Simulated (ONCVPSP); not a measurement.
## Ar, ONCV: configuration errors across variants

```
Element                 : argon (Ar)
Generator               : ONCVPSP 4.0.1
Type                    : optimised norm-conserving Vanderbilt (ONCV)
Functional              : BLYP
Relativity              : scalar-relativistic
Frozen core             : [He]
Valence charge          : 16
Reference configuration : 2s2 2p6 3s2 3p4 (charge +2)
Partial waves           : 2s+3s: rc 0.40 bohr, ncon 5, nbas 10, qcut 31.5 1/bohr, 3 projectors, debl 1 Ha; 2p+3p: rc 0.65 bohr, ncon 4, nbas 7, qcut 17.6 1/bohr, 2 projectors; d scattering state at 0.06 Ha: rc 0.55 bohr, ncon 4, nbas 7, qcut 19.7 1/bohr, 1 projector
Local potential         : polynomial inside 0.30 bohr (lpopt 5, dvloc0 -1 Ha)
Core correction         : Teter function, fcfact 5.75, rcfact 1.7
```

In the s channel the program set the typed energies aside and used -12.014, -1.851, 0.250 Ha.

All-electron excitation energies from the reference (eV): (1) 2s2 2p6 3s2 3p6 -44.428; (2) 2s2 2p6 3s2 3p5 -28.509; (3) 2s2 2p6 3s2 3p3 42.438; (4) 2s2 2p6 3s1 3p6 -13.924.

A true bound ghost makes a file unfit for plane-wave use even where its test errors are small: the radial tests pick states by their node count and pass the ghost by.

Errors AE − PS in meV (a dash: test not solved or not reliable):

| change | (1) | (2) | (3) | (4) | bound ghosts | GHOST(+) flags above zero |
| --- | --- | --- | --- | --- | --- | --- |
| base | +1.9 | +0.8 | +2.0 | +5.8 | s | none |
| local potential polynomial inside 0.30 bohr (lpopt 5, dvloc0 -2.5 Ha) | +1.9 | +0.8 | +2.0 | +5.8 | s | none |
| local potential polynomial inside 0.30 bohr (lpopt 5, dvloc0 -0.5 Ha) | +1.9 | +0.8 | +2.0 | +5.8 | s | none |
| local potential polynomial inside 0.30 bohr (lpopt 5, dvloc0 0.5 Ha) | +1.9 | +0.8 | +2.0 | +5.8 | s | none |
| local potential polynomial inside 0.30 bohr (lpopt 5, dvloc0 1.5 Ha) | +1.9 | +0.8 | +2.0 | +5.9 | s | none |
| local potential polynomial inside 0.30 bohr (lpopt 5, dvloc0 3 Ha) | +1.9 | +0.8 | +2.0 | +5.9 | s | none |
| local potential polynomial inside 0.30 bohr (lpopt 5, dvloc0 4 Ha) | +1.9 | +0.8 | +2.0 | +5.9 | s | none |
| local potential polynomial inside 0.30 bohr (lpopt 5, dvloc0 5.5 Ha) | +1.9 | +0.8 | +2.0 | +5.9 | s | none |
| local potential polynomial inside 0.30 bohr (lpopt 5, dvloc0 6.5 Ha) | +1.9 | +0.8 | +2.0 | +5.9 | s | none |
| local potential polynomial inside 0.30 bohr (lpopt 5, dvloc0 9.5 Ha) | +1.9 | +0.8 | +1.9 | +6.0 | s | none |

Question: Give the same row for: local potential polynomial inside 0.30 bohr (lpopt 5, dvloc0 8 Ha).

Answer: +1.9, +0.8, +1.9, +6.0; bound ghosts: s; GHOST(+) flags above zero: none.
